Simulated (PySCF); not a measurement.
C₅H₁₂O (SMILES CCOC(C)C), singlet, geometry from GFN2-xTB. Base run: DF-R2SCAN/pcseg-0 in PySCF.

The PySCF input:
```python
from pyscf import gto, scf, dft

mol = gto.Mole()
mol.atom = '''
    C     2.66499316    0.32304626   -0.20641226
    C     1.39463648   -0.28754221    0.36557074
    O     0.29003315    0.32678112   -0.25572657
    C    -0.97199661    0.03798103    0.31653457
    C    -1.94864477    1.06799216   -0.24359667
    C    -1.44485264   -1.38466224    0.00352738
    H     2.67885709    1.39302726   -0.01863587
    H     2.69772850    0.16143836   -1.28008708
    H     3.53746182   -0.13402400    0.25238549
    H     1.34951659   -0.12421552    1.45508318
    H     1.39100917   -1.37329701    0.18573388
    H    -0.90316865    0.15717545    1.41323125
    H    -2.02178181    0.95112789   -1.32121758
    H    -1.59025422    2.07099170   -0.02974907
    H    -2.93148162    0.93663769    0.20004793
    H    -0.79543719   -2.12452332    0.46525153
    H    -2.45296326   -1.52830552    0.38251892
    H    -1.44456517   -1.54117216   -1.07249264
'''
mol.basis = 'pcseg-0'
mol.verbose = 4
mol.max_memory = 1800
mol.build()

mf = dft.RKS(mol)
mf.xc = 'r2scan'
mf = mf.density_fit(auxbasis='def2-universal-jkfit')
mf.kernel()
```

All variants below ran on the same shared machine, one core each. Differences are taken from the largest basis of the pcseg family in the series, which isn't the basis-set limit (pcseg-2: -272.913525 Eh). The cheapest run took about 25 core-seconds (a rough figure).

```csv
setting,basis functions,"cost, times the cheapest (rough)",difference in total energy (mEh)
pcseg-0,78,1,862.38
pcseg-1,144,2,166.64
pcseg-2,348,7,reference
```

Times come from a shared machine, hold the start-up and are rough. Total energies converge more slowly with the basis than energy differences do.
